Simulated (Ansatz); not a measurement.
One change: `C[SiH](F)S` becomes `F[SiH](F)S`.

Ansatz, PBE0-D4/def2-TZVP geometries, multiplicity 1. Each molecule was computed in one conformer, which needn't be the lowest.

| property | `C[SiH](F)S` |
| --- | --- |
| HOMO–LUMO gap (PBE/def2-TZVPP) / eV | 5.94 |
| LUMO energy (PBE/def2-TZVPP) / eV | -0.59 |
| HOMO–LUMO gap (B3LYP/def2-TZVPP) / eV | 7.57 |
| HOMO energy (PBE0/def2-TZVPP) / eV | -7.79 |
| zero-point energy (PBE0-D4/def2-TZVP) / kJ/mol | 153.0 |
| size of the dipole moment (PBE/def2-TZVPP) / D | 1.98 |

Question: Give the same properties after the change, and the shifts. (An estimate is asked.)

Answer: Computed: 
```tsv
property	`F[SiH](F)S`	shift
HOMO–LUMO gap (PBE/def2-TZVPP) / eV	5.96	0.02
LUMO energy (PBE/def2-TZVPP) / eV	-1.03	-0.44
HOMO–LUMO gap (B3LYP/def2-TZVPP) / eV	7.66	0.09
HOMO energy (PBE0/def2-TZVPP) / eV	-8.29	-0.50
zero-point energy (PBE0-D4/def2-TZVP) / kJ/mol	64.3	-88.7
size of the dipole moment (PBE/def2-TZVPP) / D	0.72	-1.26
```

With PBE0 the HOMO falls by 0.50 eV and the LUMO falls by 0.41 eV, so the gap widens by about 0.09 eV. PBE moves the HOMO by -0.46 eV and ωB97M-V by -0.49 eV. The zero-point energy changes by -88.7 kJ/mol with -9 modes. Dipoles are sizes alone; their direction can turn.

B3LYP here is the variant with VWN-RPA as its local correlation; programs differ in this.
